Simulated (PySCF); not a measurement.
B(OH)(OMe)(NH2), SMILES COB(N)O (CH₆BNO₂) (PBE0/def2-SVP optimised geometry):

```
11

B     -0.545    -0.620     0.000
O     -1.292    -1.769     0.000
H     -0.760    -2.567     0.000
O     -1.271     0.541     0.000
C     -0.659     1.790    -0.001
H     -0.029     1.950    -0.897
H     -1.438     2.567     0.000
H     -0.027     1.951     0.894
N      0.876    -0.620     0.000
H      1.427     0.225     0.000
H      1.438    -1.459     0.000
```

Method: PySCF with PBE0/def2-TZVP.

Task: What are the frontier orbital energies and the dipole moment?

Result: HOMO-2 -8.88 eV, HOMO-1 -8.20 eV, HOMO -7.68 eV, LUMO 0.57 eV, LUMO+1 1.47 eV; dipole moment 3.36 D.

On the same geometry PBE/def2-TZVP run with PySCF 2.14.0 gives HOMO-2 -7.23 eV, HOMO-1 -6.58 eV, HOMO -6.17 eV, LUMO -0.25 eV, LUMO+1 0.64 eV; dipole moment 3.25 D.

Meta-Löwdin charges at PBE0/def2-TZVP: B1 0.46, O2 -0.54, H3 0.35, O4 -0.40, C5 -0.12, H6 0.09, H7 0.13, H8 0.09, N9 -0.55, H10 0.24, H11 0.24.
